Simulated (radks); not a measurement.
All-electron atom: Cs XXXIII in [Ar] 3d5.

Calculated with a radial shooting solver on a logarithmic mesh with Libxc functionals: scalar-relativistic Kohn-Sham, PBE, spin-polarised, spherical densities, finite nucleus; open shells are filled with parallel spins first (spin-orbit coupling, left out, can overturn this in heavy ions); Fermi nuclear charge, rms radius 4.8041 fm.

Energy parts (eV):
total: -193169.32
kinetic: 204423.45
electron-nucleus: -432398.53
Hartree: 38706.39
exchange-correlation: -3900.62

Orbitals (lengths in bohr, moments of r in powers of bohr):
orbital,occ.,eigenvalue (eV),<1/r>
1s up,1,-37255.14,59.39
1s down,1,-37255.00,59.39
2s up,1,-7047.110,13.71
2s down,1,-7030.213,13.73
2p up,3,-6475.824,13.05
2p down,3,-6463.027,13.07
3s up,1,-2424.406,5.240
3s down,1,-2405.623,5.212
3p up,3,-2242.411,5.010
3p down,3,-2222.977,4.981
3d up,5,-2001.431,4.781
3d down,0,-1977.317,4.761
4s up,0,-1193.744,2.622
4s down,0,-1187.316,2.610
4p up,0,-1122.267,2.521
4p down,0,-1115.773,2.509

The highest occupied level is 3d up at -2001.4 eV. The spin density at the nucleus is -20.48 e/bohr^3 (1s -2.69, 2s -60.71, 3s 42.92). Summed over all electrons, <r^2> = 1.182 bohr^2, which gives a Langevin (diamagnetic) susceptibility term of -0.936 x 10^-6 cm^3/mol. The density falls to 0.001 e/bohr^3 at r = 0.86 bohr. The electron density at the nucleus is 3.061e+05 e/bohr^3 (large components only).
